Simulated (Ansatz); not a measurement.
Computed with Ansatz on PBE0-D4/def2-TZVP structures; ΔE is electronic, products minus reactants. CCSD(T)/CBS is the MP2 limit (def2-TZVPP, def2-QZVPP) plus CCSD(T) − MP2 in def2-TZVPP, frozen cores. DFT in def2-TZVPP. B3LYP here is the variant with VWN-RPA as its local correlation; programs differ in this. Each species was taken in one conformer, which may not be the lowest.

Consider the cleavage of the Si–Si bond: `B[SiH2][SiH2][SiH3]` + `N[SiH2]F` → `B[SiH2]N[SiH2]F` + disilane.

| level | ΔE (kcal/mol) |
| --- | --- |
| B3LYP | -5.4 |
| r2SCAN0 | -6.0 |

Q: What does CCSD(T)/CBS give? (Best estimate.)

A: Ansatz gave: -6.6 kcal/mol. The listed levels differ from it by 1.2, 0.6 kcal/mol.

Largest T1 diagnostic among the species: 0.014.

From PBE to PBE0 (25 % exact exchange), in def2-TZVPP and without D4, ΔE moves by −1.3 kcal/mol. At CCSD(T), def2-SVP lies −2.2 kcal/mol from the extrapolated value and def2-TZVPP −0.4 kcal/mol.
